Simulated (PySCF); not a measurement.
Bond stretch in BeH (cation, charge +1), singlet.

Levels: UHF/cc-pVTZ (PySCF); RHF/cc-pVTZ (PySCF); UKS-wB97X-V = unrestricted wB97X-V/cc-pVTZ (PySCF); RKS-wB97X-V = restricted wB97X-V/cc-pVTZ in PySCF; UKS-BLYP = PySCF 2.14.0 with unrestricted BLYP/cc-pVTZ; RKS-BLYP = restricted BLYP/cc-pVTZ (PySCF); UKS-B3LYP = unrestricted B3LYP/cc-pVTZ (PySCF 2.14.0); RKS-B3LYP = restricted B3LYP/cc-pVTZ run with PySCF.

Scanned distances (Å): 1.07, 1.13, 1.20, 1.23, 1.30, 1.33, 1.38, 1.42, 1.44, 1.53, 1.64, 1.78, 1.99, 2.20, 2.40, 2.67, 2.90, 3.24, 3.60, 4.01, 4.70, 5.26.

Task: Where does the unrestricted solution first break spin symmetry (<S²> of 0.01 or more)?

Result: UHF: between 1.64 and 1.78 Å; UKS-wB97X-V: between 1.99 and 2.20 Å; UKS-BLYP: between 1.78 and 1.99 Å; UKS-B3LYP: between 1.78 and 1.99 Å.

| R / Å | <S²> UHF | E(RHF) − E(UHF) / eV | <S²> UKS-wB97X-V | E(RKS-wB97X-V) − E(UKS-wB97X-V) / eV | <S²> UKS-BLYP | E(RKS-BLYP) − E(UKS-BLYP) / eV | <S²> UKS-B3LYP | E(RKS-B3LYP) − E(UKS-B3LYP) / eV |
|---|---|---|---|---|---|---|---|---|
| 1.07 | 0.00 | 0.000 | 0.00 | 0.000 | 0.00 | 0.000 | 0.00 | 0.000 |
| 1.13 | 0.00 | 0.000 | 0.00 | 0.000 | 0.00 | 0.000 | 0.00 | 0.000 |
| 1.20 | 0.00 | 0.000 | 0.00 | 0.000 | 0.00 | 0.000 | 0.00 | 0.000 |
| 1.23 | 0.00 | 0.000 | 0.00 | 0.000 | 0.00 | 0.000 | 0.00 | 0.000 |
| 1.30 | 0.00 | 0.000 | 0.00 | 0.000 | 0.00 | 0.000 | 0.00 | 0.000 |
| 1.33 | 0.00 | 0.000 | 0.00 | 0.000 | 0.00 | 0.000 | 0.00 | 0.000 |
| 1.38 | 0.00 | 0.000 | 0.00 | 0.000 | 0.00 | 0.000 | 0.00 | 0.000 |
| 1.42 | 0.00 | 0.000 | 0.00 | 0.000 | 0.00 | 0.000 | 0.00 | 0.000 |
| 1.44 | 0.00 | 0.000 | 0.00 | 0.000 | 0.00 | 0.000 | 0.00 | 0.000 |
| 1.53 | 0.00 | 0.000 | 0.00 | 0.000 | 0.00 | 0.000 | 0.00 | 0.000 |
| 1.64 | 0.00 | 0.000 | 0.00 | 0.000 | 0.00 | 0.000 | 0.00 | 0.000 |
| 1.78 | 0.36 | 0.097 | 0.00 | 0.000 | 0.00 | 0.000 | 0.00 | 0.000 |
| 1.99 | 0.65 | 0.460 | 0.00 | 0.000 | 0.01 | 0.000 | 0.09 | 0.005 |
| 2.20 | 0.79 | 0.917 | 0.47 | 0.121 | 0.27 | 0.046 | 0.38 | 0.099 |
| 2.40 | 0.87 | 1.360 | 0.69 | 0.386 | 0.48 | 0.149 | 0.59 | 0.260 |
| 2.67 | 0.93 | 1.919 | 0.84 | 0.797 | 0.68 | 0.333 | 0.75 | 0.514 |
| 2.90 | 0.96 | 2.339 | 0.90 | 1.132 | 0.77 | 0.489 | 0.83 | 0.718 |
| 3.24 | 0.98 | 2.853 | 0.96 | 1.565 | 0.82 | 0.673 | 0.88 | 0.960 |
| 3.60 | 0.99 | 3.267 | 0.98 | 1.931 | 0.84 | 0.803 | 0.91 | 1.136 |
| 4.01 | 1.00 | 3.602 | 1.00 | 2.239 | 0.84 | 0.890 | 0.92 | 1.259 |
| 4.70 | 1.00 | 3.937 | 1.00 | 2.555 | 0.83 | 0.949 | 0.92 | 1.348 |
| 5.26 | 1.00 | 4.082 | 1.00 | 2.696 | 0.82 | 0.959 | 0.91 | 1.369 |
